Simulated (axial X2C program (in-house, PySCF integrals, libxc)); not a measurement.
# Ionising ZrC

All values come from calculations with an in-house all-electron X2C program for linear molecules (integrals from PySCF), spin-free (one-electron X2C) or two-component (2c: spin–orbit coupling with atomic mean-field Coulomb and Gaunt terms, which also bring small scalar terms), in Dyall basis sets with cores contracted in-house; open shells are unrestricted.

Basis sets: C dyall-v3z, Zr dyall-cv3z.

```
Hamiltonian  level       ZrC state  Re (Å)  ωe (cm⁻¹)  De (eV)
  spin-free   PBE0  M_S = 1, Λ = 0   1.775      965.3     5.19
         2c   PBE0           Ω = 1   1.775      965.1      n/a
```

Adiabatic ionisation energy (minimum to minimum, no zero-point term) and constants of ZrC⁺:

```csv
Hamiltonian,level,ZrC⁺ state,IE (eV),Re (Å),ωe (cm⁻¹),De (eV),fragments
spin-free,PBE0,"M_S = 1/2, Λ = 0",6.52,1.746,982.3,5.01,Zr+ + C
2c,PBE0,Ω = 1/2,6.52,1.746,982.2,n/a,Zr+ + C
```

**Question.** Add the zero-point terms to the ionisation energy at PBE0, 2c, and say whether the electron removed was bonding.

**Answer.** IE0 = IE + (ωe⁺ − ωe)/2 = 6.52 + (0.001) = 6.52 eV. Re changes by -0.029 Å, so the bond shortens, as on loss of an antibonding or a polarising non-bonding electron.

Each entry is the lowest single determinant of a limited PBE0 search at one distance. De goes to single-determinant-based atoms at the same level (for ions the charge split of lowest energy) and is withheld (n/a) where an atom does not fit its ground term or J level. Main or longest-lived isotopes. One determinant is a doubtful description, or other states lie close, for ZrC, ZrC⁺; these need not be ground states, and all values refer to the states named. Some open-shell Ω = 0 determinants are out of reach, so the Ω given for ZrC need not be the lowest component. With several unpaired electrons the Ω given is that of one determinant, not necessarily of the lowest component. The functionals have no current term, which raises determinants with orbital currents.
